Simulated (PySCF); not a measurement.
**Structure from 2D NMR**

Compound of formula C₇H₁₂O₂Si. Correlations simulated from computed shifts and the bond graph:

HSQC (one-bond C–H):
```csv
δH,δC
6.07,134.1
5.76,134.1
4.67,81.1
4.39,81.1
3.57,86.8
2.32,27.2
1.11,16.7
0.99,16.7
```

COSY cross peaks (H two or three bonds apart, from the bond graph; peaks can be absent where the dihedral angle is near 90°):
```csv
δH,δH
6.07,5.76
4.67,4.39
4.64,4.49
4.64,1.11
4.64,0.99
4.49,1.11
4.49,0.99
3.57,1.11
3.57,0.99
1.11,0.99
```

HMBC (two and three bonds, from the bond graph):
```csv
δH,δC
6.07,"148.7, 81.1"
5.76,"148.7, 81.1"
4.67,"148.7, 134.1, 86.8"
4.64,"148.7, 134.1, 86.8, 81.1, 16.7"
4.49,"148.7, 134.1, 86.8, 81.1, 16.7"
4.39,"148.7, 134.1, 86.8"
3.57,"217.0, 81.1, 27.2, 16.7"
2.32,"217.0, 86.8"
1.11,"217.0, 148.7, 86.8"
0.99,"217.0, 148.7, 86.8"
```

Carbons without hydrogens: δ 217.0, 148.7.

[PySCF 2.14.0 with density-fitted response routines: structure optimised with GFN2-xTB; σ from GIAO-PBE0/pcSseg-1; isolated molecule; one conformer; relativity neglected; equivalent nuclei averaged]

Referencing at the same level of theory: 1H (31.72 ppm), 13C (186.93 ppm) against TMS.

Exchangeable hydrogens are left out of these lists.

**Question.** Which molecule is this?

**Answer.** SMILES O1CC(=C)[SiH2]C[C@@H]1C(C)=O.

Mapped SMILES: `[CH2:1]=[C:2]1[CH2:3][O:4][C@@H:5]([C:6]([CH3:7])=[O:8])[CH2:9][SiH2:10]1`; H(Xn) means a hydrogen on atom n. Ha(C1) is cis to C3; Ha(C3), Ha(C9), Ha(Si10) are cis to C6 on the ring; Hb(C1) is trans to C3; Hb(C3), Hb(C9), Hb(Si10) are trans to C6 on the ring.

- δC 217.0 is C6, a ketone carbonyl carbon.
- δC 148.7 is C2, a fully substituted alkene carbon.
- δC 134.1 is C1, a terminal =CH2 carbon (δH 5.76, 6.07).
- δC 86.8 is C5, an sp3 CH bonded to O, α to a carbonyl (δH 3.57).
- δC 81.1 is C3, an allylic sp3 CH2 bonded to O (δH 4.67, 4.39).
- δC 27.2 is C7, a methyl carbon α to a carbonyl (δH 2.32).
- δC 16.7 is C9, an sp3 CH2 bonded to Si (δH 0.99, 1.11).
- HMBC from δH 6.07 reaches the proton-free carbon C2.
- HMBC from δH 5.76 reaches the proton-free carbon C2.
- HMBC from δH 4.67 reaches the proton-free carbon C2.
- HMBC from δH 4.64 reaches the proton-free carbon C2.
- COSY links 6.07–5.76, 4.67–4.39, 4.64–4.49, 4.64–1.11, 4.64–0.99, 4.49–1.11.

The data come from this structure; uniqueness wasn't tested.

Shifts are as computed. Against solution values, carbons near 30 ppm lie about +3 ppm off and those near 130 ppm about +5 ppm. Of 1309 compounds with measured shifts, 239 miss one by over three times the rms of a fit or turn the order of signals round; such compounds aren't used in these exercises.
